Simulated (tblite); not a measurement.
Species: C5H6AlClO2.
Bonds: C1–C2 (double), C2–C3, C3–O4 (double), O4–Al5, Al5–O6, O6–C7, C7–Cl8, C7–C9 (double), C3–C9. Hydrogens: H10, H11 on C1; H12 on C2; H13, H14 on Al5; H15 on C9.
Bond orders are those of one Lewis drawing.

Computed with GFN2-xTB (tblite), gas phase: L-BFGS steps from a force-field or distance-geometry start until the largest atomic force falls under 0.01 eV/Å.

Step 15: E = -750.8573 eV
```
atom  x, y, z in Å  |  force x, y, z in eV/Å
C1      2.5645   -1.1159   -0.1426    0.000   0.016  -0.008
C2      1.8027   -0.1146   -0.5735   -0.022   0.006  -0.006
C3      0.4019    0.0646   -0.1951   -0.012   0.067  -0.030
O4     -0.1714   -0.7652    0.5954    0.061   0.029  -0.045
Al5    -1.8304   -0.8774    1.2795   -0.005   0.010  -0.007
O6     -2.2838    0.6545    0.3606   -0.096  -0.028   0.057
C7     -1.5992    1.3784   -0.3945    0.005  -0.057   0.035
Cl8    -2.3966    2.7632   -1.0790    0.026  -0.035   0.016
C9     -0.2710    1.1711   -0.7286   -0.046   0.047  -0.019
H10     3.5907   -1.2012   -0.4523    0.047  -0.055   0.022
H11     2.1831   -1.8691    0.5268   -0.045   0.014   0.005
H12     2.1920    0.6377   -1.2449    0.041  -0.034   0.010
H13    -2.6001   -2.0471    0.6359    0.020   0.026  -0.002
H14    -1.8149   -0.5277    2.7804    0.008   0.005  -0.029
H15     0.2279    1.8566   -1.3897    0.018  -0.011   0.000
```

Step 16: E = -750.8586 eV
```
atom  x, y, z in Å  |  force x, y, z in eV/Å
C1      2.5634   -1.1157   -0.1423   -0.010   0.020  -0.009
C2      1.8031   -0.1133   -0.5747   -0.001  -0.005   0.000
C3      0.4016    0.0655   -0.1952    0.033   0.063  -0.052
O4     -0.1691   -0.7665    0.5953    0.076   0.051  -0.063
Al5    -1.8258   -0.8763    1.2773   -0.041  -0.024   0.023
O6     -2.2843    0.6523    0.3626   -0.086  -0.024   0.052
C7     -1.6004    1.3760   -0.3922    0.000  -0.001  -0.005
Cl8    -2.4023    2.7612   -1.0756    0.045  -0.053   0.022
C9     -0.2721    1.1714   -0.7286   -0.040   0.036  -0.010
H10     3.5905   -1.2056   -0.4493    0.026  -0.044   0.022
H11     2.1779   -1.8670    0.5272   -0.039   0.015   0.002
H12     2.1962    0.6377   -1.2464    0.017  -0.042   0.024
H13    -2.5985   -2.0431    0.6332    0.018   0.016  -0.006
H14    -1.8139   -0.5244    2.7766    0.011   0.006  -0.013
H15     0.2292    1.8559   -1.3898   -0.010  -0.015   0.013
```

Step 17: E = -750.8598 eV
```
atom  x, y, z in Å  |  force x, y, z in eV/Å
C1      2.5622   -1.1153   -0.1420   -0.011   0.007  -0.001
C2      1.8036   -0.1120   -0.5761    0.028  -0.008  -0.002
C3      0.4019    0.0675   -0.1963    0.064   0.041  -0.058
O4     -0.1656   -0.7667    0.5940    0.059   0.057  -0.058
Al5    -1.8219   -0.8755    1.2754   -0.049  -0.043   0.037
O6     -2.2862    0.6498    0.3654   -0.051  -0.012   0.030
C7     -1.6021    1.3731   -0.3895   -0.016   0.043  -0.030
Cl8    -2.4071    2.7580   -1.0717    0.050  -0.054   0.021
C9     -0.2740    1.1722   -0.7288   -0.023   0.013   0.005
H10     3.5907   -1.2110   -0.4457   -0.007  -0.028   0.022
H11     2.1720   -1.8645    0.5277   -0.031   0.017  -0.001
H12     2.2009    0.6370   -1.2474    0.002  -0.033   0.021
H13    -2.5965   -2.0386    0.6305    0.011  -0.002  -0.012
H14    -1.8126   -0.5211    2.7725    0.015   0.007   0.009
H15     0.2303    1.8550   -1.3898   -0.040  -0.004   0.016
```

Step 18: E = -750.8608 eV
```
atom  x, y, z in Å  |  force x, y, z in eV/Å
C1      2.5612   -1.1151   -0.1418   -0.008  -0.010   0.009
C2      1.8045   -0.1110   -0.5773    0.047  -0.007  -0.006
C3      0.4031    0.0701   -0.1983    0.063   0.012  -0.043
O4     -0.1620   -0.7657    0.5919    0.020   0.045  -0.033
Al5    -1.8195   -0.8756    1.2745   -0.028  -0.038   0.030
O6     -2.2884    0.6478    0.3680   -0.009   0.003   0.003
C7     -1.6039    1.3711   -0.3874   -0.026   0.046  -0.027
Cl8    -2.4100    2.7543   -1.0681    0.038  -0.034   0.010
C9     -0.2759    1.1732   -0.7288   -0.003  -0.006   0.012
H10     3.5907   -1.2160   -0.4423   -0.029  -0.015   0.021
H11     2.1666   -1.8621    0.5279   -0.027   0.013   0.000
H12     2.2048    0.6359   -1.2479    0.004  -0.009   0.003
H13    -2.5946   -2.0351    0.6280    0.002  -0.023  -0.017
H14    -1.8113   -0.5182    2.7693    0.016   0.006   0.030
H15     0.2305    1.8542   -1.3895   -0.060   0.018   0.008
```

Task: Estimate the geometry and energy of step 19. (The exact step hangs on the optimiser's Hessian estimate; all steps are aligned on step 18, rigid shifts and turns removed.)

Result: E = -750.8614 eV, largest force 0.074 eV/Å
```
atom  x, y, z in Å  |  force x, y, z in eV/Å
C1      2.5604   -1.1152   -0.1414   -0.004  -0.020   0.015
C2      1.8059   -0.1104   -0.5782    0.043   0.000  -0.009
C3      0.4048    0.0720   -0.2003    0.036  -0.006  -0.019
O4     -0.1595   -0.7641    0.5899   -0.012   0.023  -0.007
Al5    -1.8186   -0.8764    1.2746    0.002  -0.019   0.012
O6     -2.2899    0.6466    0.3696    0.016   0.010  -0.012
C7     -1.6054    1.3703   -0.3864   -0.018   0.018  -0.008
Cl8    -2.4110    2.7514   -1.0657    0.020  -0.003  -0.005
C9     -0.2772    1.1738   -0.7287    0.010  -0.013   0.010
H10     3.5902   -1.2193   -0.4398   -0.029  -0.010   0.018
H11     2.1627   -1.8604    0.5281   -0.027   0.005   0.006
H12     2.2072    0.6352   -1.2483    0.015   0.013  -0.016
H13    -2.5934   -2.0334    0.6261   -0.005  -0.037  -0.018
H14    -1.8102   -0.5163    2.7679    0.015   0.002   0.040
H15     0.2295    1.8542   -1.3892   -0.064   0.037  -0.004
```

The energy changes by -0.0006 eV. The first-order estimate −F·Δx gives -0.0009 eV and the mean of the old and new forces, exact on a quadratic surface, -0.0006 eV. The step makes an angle of 62° with the force vector and moves no atom by more than 0.004 Å.

The cost below is that of the whole relaxation. Time: 0.3 s. Hardware: one thread of an Arm Neoverse V2, no GPU, shared host with 32 logical CPUs at a one-minute load of 14.
